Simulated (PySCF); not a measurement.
Geometry:
```tsv
atom	x (Å)	y (Å)	z (Å)
C1	2.421	-0.189	0.134
O2	1.377	-0.734	-0.651
C3	0.137	-0.219	-0.359
C4	-0.274	1.170	-0.745
C5	-1.536	1.299	-0.346
C6	-1.865	-0.010	0.279
F7	-3.091	-0.241	0.798
C8	-0.629	-0.612	0.909
C9	-1.084	-1.119	-0.392
H10	3.337	-0.663	-0.213
H11	2.271	-0.407	1.196
H12	2.495	0.895	0.002
H13	0.361	1.865	-1.255
H14	-2.218	2.120	-0.423
H15	-0.399	-1.063	1.850
H16	-1.309	-2.081	-0.797
```

Method: coordinates at the GFN2-xTB level, σ from GIAO-PBE0/pcSseg-1, in PySCF (a single conformation, relativity neglected, averaged over atoms made equivalent by symmetry, fast rotation or ring inversion, no solvent model).

References, each an isolated molecule treated in the same way: 13C (σ = 186.93 ppm), 1H (σ = 31.72 ppm) against TMS; 17O (σ = 336.08 ppm) vs H2O; CFCl3 for 19F (σ = 170.95 ppm).

```csv
atoms,nucleus,count,Hirshfeld charge,δ (ppm)
O2,17O,1,-0.14,26.8
H13,1H,1,0.05,6.12
C4,13C,1,-0.07,?
F7,19F,1,-0.10,?
C1,13C,1,-0.04,61.5
H10/H11/H12,1H,3,0.04,3.48
C5,13C,1,-0.07,136.3
C3,13C,1,0.08,71.0
C6,13C,1,0.09,?
H14,1H,1,0.06,6.16
C8/C9,13C,2,-0.07,57.2
H15/H16,1H,2,0.07,?
```

Q: Estimate the values marked ?.

A: 
- C4: 136.1 ppm, alkene CH; an sp2 carbon of a C=C bond
- C6: 83.3 ppm, three-membered-ring carbon; pulled downfield by the heteroatom
- H15/H16: 4.34 ppm, hydrogen on a three-membered-ring carbon
- F7: -226.1 ppm, fluorine on an sp3 carbon

Shifts are as computed. Against solution values, carbons near 30 ppm lie about +3 ppm off and those near 130 ppm about +5 ppm. Of 1211 compounds with measured shifts, 218 miss one by over three times the rms of a fit or turn the order of signals round; such compounds aren't used in these exercises. Unscaled 19F shifts against computed CFCl3 carry errors that often reach 10 to 50 ppm. Experimental scales use liquid or dissolved standards, which lie at an offset from isolated H2O (liquid H2O: subtract about 36 ppm).
